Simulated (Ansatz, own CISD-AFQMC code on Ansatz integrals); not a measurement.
C2H3B, SMILES `B=C=C` (charge 0, multiplicity 1).

Cartesian coordinates (Å):
```xyz
6

B      1.5528    -0.0679    -0.4952
C      0.2051    -0.0088    -0.3721
C     -1.1045     0.0482    -0.2529
H      2.7138    -0.1184    -0.6006
H     -1.6731     0.9438    -0.5003
H     -1.6942    -0.7969     0.1001
```
Charge 0, multiplicity 1.

Frozen-core energies in cc-pVDZ from Ansatz (a quantum-chemistry and plane-wave program) at a geometry from B3LYP-D3(BJ)/def2-TZVP; the HF reference has <S^2> = 0.00 (restricted, and unstable towards unrestricted orbitals) and the T1 diagnostic is 0.015.

```json
[
 {"level": "HF", "energy (Ha)": "-102.06298"},
 {"level": "MP2", "energy (Ha)": "-102.39393"},
 {"level": "CCSD", "energy (Ha)": "-102.42602"},
 {"level": "CCSD(T)", "energy (Ha)": "-102.44170"}
]
```

Problem. Estimate the energies of CCSDT, phaseless AFQMC, CISD trial (own CISD-AFQMC code on Ansatz integrals; ±0.38 mHa) and CCSDT(Q), and give each level's difference from CCSDT(Q).

Solution. 
| level | energy (Ha) | difference from CCSDT(Q) (mHa) |
|---|---|---|
| MP2 | -102.39393 | 49.99 |
| CCSD | -102.42602 | 17.90 |
| CCSD(T) | -102.44170 | 2.22 |
| CCSDT | -102.44265 | 1.27 |
| phaseless AFQMC, CISD trial (own CISD-AFQMC code on Ansatz integrals; ±0.38 mHa) | -102.44262 | 1.30 |
| CCSDT(Q) | -102.44392 | 0.00 |
